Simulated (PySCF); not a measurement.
Bonds (- single, = double, # triple, : aromatic): C1=C2, C2-O3, O3-Si4, Si4-O5, C2-O6, O6-C7, C7-C8, C7-C9. C1 carries H10, H11; Si4 carries H12, H13; O5 carries H14; C7 carries H15; C8 carries H16, H17, H18; C9 carries H19, H20, H21. H10 is cis to O3; H11 is trans to O3.

Calculated, not measured (PySCF 2.14.0 with density-fitted response routines): coordinates at the GFN2-xTB level, GIAO PBE0/pcSseg-1 shieldings. Non-relativistic Hamiltonian, single conformer, rapidly exchanging positions averaged, gas phase.

Scale: 13C, 1H, 29Si vs TMS; 17O against H2O (reference shieldings calculated alike).

| atoms | nucleus | count | δ (ppm) |
| --- | --- | --- | --- |
| H12/H13 | 1H | 2 | 5.13 |
| H11 | 1H | 1 | 3.04 |
| Si4 | 29Si | 1 | -34.9 |
| H14 | 1H | 1 | ? |
| O3 | 17O | 1 | 131.2 |
| C2 | 13C | 1 | 166.6 |
| O5 | 17O | 1 | ? |
| C1 | 13C | 1 | 62.0 |
| H10 | 1H | 1 | 3.74 |
| H16/H17/H18/H19/H20/H21 | 1H | 6 | ? |
| C7 | 13C | 1 | 72.3 |
| H15 | 1H | 1 | 4.14 |
| O6 | 17O | 1 | 165.2 |
| C8/C9 | 13C | 2 | ? |

**Question.** Complete the table.

**Answer.** 
- C8/C9: 23.0 ppm, methyl carbon; aliphatic region, no heteroatom directly attached
- H16/H17/H18/H19/H20/H21: 1.28 ppm, hydrogen on a methyl carbon
- H14: 0.84 ppm, hydrogen on an oxygen bonded to Si; exchangeable; this is the value without hydrogen bonding to other molecules
- O5: 26.8 ppm, oxygen bonded to Si, H

The OH or NH signal is concentration- and solvent-dependent in practice; the value given is the gas-phase one. Shifts are as computed. Against solution values, carbons near 30 ppm lie about +3 ppm off and those near 130 ppm about +5 ppm. Of 1211 compounds with measured shifts, 218 miss one by over three times the rms of a fit or turn the order of signals round; such compounds aren't used in these exercises. Experimental scales use liquid or dissolved standards, which lie at an offset from isolated H2O (liquid H2O: subtract about 36 ppm).
